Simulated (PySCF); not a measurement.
# `CCC(F)(F)[Si@H](C)F`: 4 charge schemes on one density

Species: C₄H₉F₃Si.
Numbering: `[CH3:1][CH2:2][C:3]([F:4])([F:5])[Si@H:6]([CH3:7])[F:8]` (hydrogens: H9, H10, H11 on C1; H12, H13 on C2; H14 on Si6; H15, H16, H17 on C7)

Structure used (GFN2-xTB), in Å, numbered top down from 1:
```
atom  x, y, z in Å
C1    -1.7229   -0.5902    0.6394
C2    -1.5980    0.3596   -0.5436
C3    -0.2024    0.3332   -1.1516
F4    -0.1959    1.1652   -2.2517
F5     0.0315   -0.9136   -1.6899
Si6    1.2852    0.8417   -0.0090
C7     2.1344   -0.6825    0.7087
F8     0.6045    1.6888    1.1923
H9    -1.4596   -1.6025    0.3410
H10   -1.0724   -0.2796    1.4534
H11   -2.7473   -0.5943    1.0025
H12   -2.3131    0.0853   -1.3237
H13   -1.7997    1.3865   -0.2356
H14    2.1057    1.8088   -0.7169
H15    1.4207   -1.3755    1.1490
H16    2.6820   -1.2236   -0.0570
H17    2.8402   -0.3952    1.4826
```

Density: PBE0/pcSseg-1 (PySCF); schemes: Mulliken, IAO, Hirshfeld and ESP-fitted. One conformer (not necessarily the lowest) at the GFN2-xTB geometry, without solvent, vibrations or thermal averaging.

Question: Tabulate the Mulliken, IAO, Hirshfeld and ESP-fitted charges.

Answer: In e:

| atom | environment | Mulliken | IAO | Hirshfeld | ESP-fitted |
| --- | --- | --- | --- | --- | --- |
| C1 | methyl carbon | -0.325 | -0.424 | -0.118 | -0.292 |
| C2 | chain CH2 carbon | -0.249 | -0.280 | -0.089 | -0.011 |
| C3 | CF2 carbon | +0.247 | +0.294 | +0.097 | +0.234 |
| F4 | fluorine of a CF2 group | -0.317 | -0.314 | -0.116 | -0.262 |
| F5 | fluorine of a CF2 group | -0.317 | -0.316 | -0.110 | -0.213 |
| Si6 | fluorine-bound silicon | +1.018 | +1.195 | +0.446 | +0.804 |
| C7 | Si-methyl carbon | -0.661 | -0.744 | -0.210 | -0.695 |
| F8 | silicon-bound fluorine | -0.431 | -0.540 | -0.198 | -0.341 |
| H9 | methyl hydrogen | +0.127 | +0.146 | +0.038 | +0.078 |
| H10 | methyl hydrogen | +0.134 | +0.141 | +0.036 | +0.087 |
| H11 | methyl hydrogen | +0.127 | +0.152 | +0.049 | +0.093 |
| H12 | methylene hydrogen | +0.134 | +0.153 | +0.044 | +0.077 |
| H13 | methylene hydrogen | +0.139 | +0.156 | +0.046 | +0.042 |
| H14 | Si–H hydrogen | -0.089 | -0.129 | -0.069 | -0.135 |
| H15 | methyl hydrogen | +0.157 | +0.168 | +0.051 | +0.176 |
| H16 | methyl hydrogen | +0.156 | +0.173 | +0.052 | +0.169 |
| H17 | methyl hydrogen | +0.150 | +0.168 | +0.051 | +0.190 |

Mean size of the charges over all atoms: IAO 0.323 e, Mulliken 0.281 e, ESP-fitted 0.229 e, Hirshfeld 0.107 e. Each set sums to the total charge, 0, to within 0.001 e. The IAO scheme projects the occupied orbitals on a minimal set of polarised atomic orbitals and counts the electrons in each atom's part of it. The ESP scheme is a least-squares fit of atom-centred charges to the potential on four shells outside the van der Waals surface, with the total charge fixed.

Lowest charge. All schemes agree: Mulliken C7 (-0.661); IAO C7 (-0.744); Hirshfeld C7 (-0.210); ESP-fitted C7 (-0.695).

Highest charge. All schemes agree: Mulliken Si6 (+1.018); IAO Si6 (+1.195); Hirshfeld Si6 (+0.446); ESP-fitted Si6 (+0.804).

Question: How many electrons does the ESP-fitted scheme count on F8?

Answer: Z − q = 9 − (-0.341) = 9.341.

Question: Sum the charges by element, for elements with more than one atom.

Answer: 
| element | atoms | Mulliken | IAO | Hirshfeld | ESP-fitted |
| --- | --- | --- | --- | --- | --- |
| C | 4 | -0.988 | -1.154 | -0.321 | -0.764 |
| F | 3 | -1.065 | -1.169 | -0.424 | -0.816 |
| H | 9 | +1.035 | +1.128 | +0.299 | +0.776 |

Question: How closely do the schemes follow one another over all atoms?

Answer: Correlation coefficient and root-mean-square difference: Mulliken with IAO 1.00, 0.063 e; IAO with Hirshfeld 0.99, 0.278 e; Mulliken with Hirshfeld 0.99, 0.221 e; Mulliken with ESP-fitted 0.97, 0.094 e; IAO with ESP-fitted 0.97, 0.140 e; Hirshfeld with ESP-fitted 0.96, 0.177 e.

The run behind these numbers computed NMR shieldings as well. On one thread, Intel Xeon at 2.70 GHz (x86_64) (shared host), this took 49 s and 0.84 GiB of memory at its peak.
